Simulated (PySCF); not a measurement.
## Scandium: a sound run and one with changed settings

Sound run: Sc [Ar] 3d1 4s2, Sc⁺ [Ar] 3d1 4s1. All numbers are calculated (PySCF 2.14, scalar relativity by spin-free X2C-1e, in Sapporo-DKH3-DZP-2012 (6s5p3d1f, 43 functions)). In the sound run the correlated levels freeze [Ar]. The sound run starts from symmetry-adapted Hartree-Fock orbitals and uses a fine grid where one is needed.

Changed run: all electrons correlated in a basis built for the valence shell.

| species | method | sound run (hartree) | changed run (hartree) | converged |
| --- | --- | --- | --- | --- |
| Sc | MP2 | -763.29415 | -763.52496 | yes |
| Sc⁺ | MP2 | -763.07170 | -763.29301 | yes |

Ionisation energy of Sc:

| method | sound run (eV) | changed run (eV) |
| --- | --- | --- |
| UHF | 5.406 | 5.406 |
| MP2 | 6.053 | 6.312 |
| SCS-MP2 | 6.182 | 6.372 |

A valence basis has no tight correlating functions, so it recovers only part of the core correlation, and not evenly between atom and ion.

For comparison, NIST gives 6.561 eV between the lowest levels.
